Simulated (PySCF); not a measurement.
## How methods differ on the excitation energy of Ta²⁺

Ta²⁺ [Xe] 4f14 5d3 (4F) → Ta²⁺ [Xe] 4f14 5d2 6s1 (4F), as a difference of total energies. All numbers are calculated (PySCF 2.14, scalar relativity through the core potential, in def2-QZVPPD with the def2 core potential (60 electrons)). Correlated levels: valence and next inner shell: nothing frozen outside the core potential. The calculations carry no spin-orbit coupling.

```csv
method,excitation energy (cm⁻¹)
UHF,6002.5
MP2 (valence and next inner shell),4859.4
SCS-MP2 (valence and next inner shell),5145.1
CCSD (valence and next inner shell),5134.9
CCSD(T) (valence and next inner shell),5024.1
```

How much does correlation contribute at CCSD(T) (valence and next inner shell)?

5024.1 − (6002.5) = -978.4 cm⁻¹, measured against UHF.
